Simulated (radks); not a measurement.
The tantalum ion Ta2+, configuration [Xe] 4f14 5d3. Method: Dirac Kohn-Sham, PBE, spin-unpolarised, spherical densities, point nucleus; open shells are shared between the two j in proportion to 2j + 1; computed with a radial shooting solver on a logarithmic mesh with Libxc functionals.

Radial electron density D(r) = 4 pi r^2 rho(r):

| r (bohr) | D(r) (e/bohr) |
|---|---|
| 0.003445 | 42.05 |
| 0.003979 | 49.62 |
| 0.004632 | 58.34 |
| 0.00535 | 67.06 |
| 0.006178 | 75.88 |
| 0.007192 | 84.79 |
| 0.008306 | 92.26 |
| 0.009593 | 98.16 |
| 0.01108 | 101.9 |
| 0.0129 | 103.2 |
| 0.0149 | 101.9 |
| 0.0172 | 98.63 |
| 0.02003 | 94.47 |
| 0.02313 | 91.62 |
| 0.02671 | 91.68 |
| 0.03085 | 96.00 |
| 0.03591 | 105.2 |
| 0.04147 | 116.6 |
| 0.0479 | 127.2 |
| 0.05576 | 132.9 |
| 0.06439 | 130.5 |
| 0.07437 | 121.4 |
| 0.08589 | 110.0 |
| 0.09999 | 103.0 |
| 0.1155 | 105.2 |
| 0.1334 | 114.0 |
| 0.1552 | 121.4 |
| 0.1793 | 117.2 |
| 0.2071 | 100.3 |
| 0.2391 | 78.51 |
| 0.2784 | 63.29 |
| 0.3215 | 62.30 |
| 0.3713 | 69.21 |
| 0.4323 | 73.26 |
| 0.4992 | 67.22 |
| 0.5765 | 53.49 |
| 0.6658 | 38.53 |
| 0.7751 | 26.78 |
| 0.8952 | 20.28 |
| 1.034 | 16.38 |
| 1.204 | 12.96 |
| 1.39 | 9.657 |
| 1.605 | 6.559 |
| 1.854 | 4.085 |
| 2.158 | 2.311 |
| 2.492 | 1.289 |
| 2.879 | 0.6922 |
| 3.351 | 0.3351 |
| 3.87 | 0.1511 |
| 4.469 | 0.05829 |
| 5.162 | 0.01830 |
| 6.009 | 0.004098 |
| 6.94 | 0.0007340 |

D(r) has 4 maxima, at r = 0.0128, 0.0576, 0.160, 0.429 bohr, and minima at 0.0249, 0.104, 0.302 bohr, inside which lie 2.02, 11.16, 29.85 electrons.
